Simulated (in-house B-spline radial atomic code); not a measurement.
**Dy VII (Dy6+): [He] 2s1 2p6 3s2 3p6 3d10 4s2 4p6 (4d3/2)4 (4d5/2)5 4f8 5s2 5p6 (with a hole in an inner shell)**

Computed with a radial B-spline atomic code at the basis-set limit: Dirac-Hartree-Fock, average of the jj configuration, Fermi nucleus of rms radius 5.2218 fm.

Z_r = [3n² - l(l+1)]/(2<r>); Z_e = n√(-2ε); the last column is Slater's effective charge. Values are occupation-weighted means over j. An effective charge above Z reflects the relativistic contraction of the inner shells.

```
shell  electrons   ε (eV)  <r> (bohr)    Z_r    Z_e  Slater
   1s          2   -54462     0.02111  71.04  63.27   65.70
   2s          1  -9409.2     0.08909  67.35  52.60   62.20
   2p          6  -8391.3     0.07871  63.52  49.67   62.20
   3s          2    -2246      0.2311  58.43  38.54   55.60
   3p          6  -1934.3      0.2293  54.52  35.77   55.60
   3d         10  -1516.2      0.2083  50.41  31.67   45.85
   4s          2  -555.41      0.5198  46.17  25.56   39.25
   4p          6  -446.29      0.5462  42.11  22.91   39.25
   4d          9  -291.54      0.5841  35.95  18.52   28.20
   5s          2  -147.03       1.192  31.46  16.44   15.30
   4f          8  -120.16      0.6687  26.92  11.89   19.55
   5p          6  -113.41       1.322  27.62  14.44   15.30
```

The least bound orbital is 5p3/2 at -111 eV, and it is also the most diffuse (<r> = 1.343 bohr). The part-filled 2s shell lies below the filled 5p shell in orbital energy.

For the 1s electron the small component carries 6.07 % of the norm, the zero-frequency Breit interaction raises the level by 162.8 eV, self-energy by 100.7 eV, and vacuum polarisation lowers it by 16.91 eV.
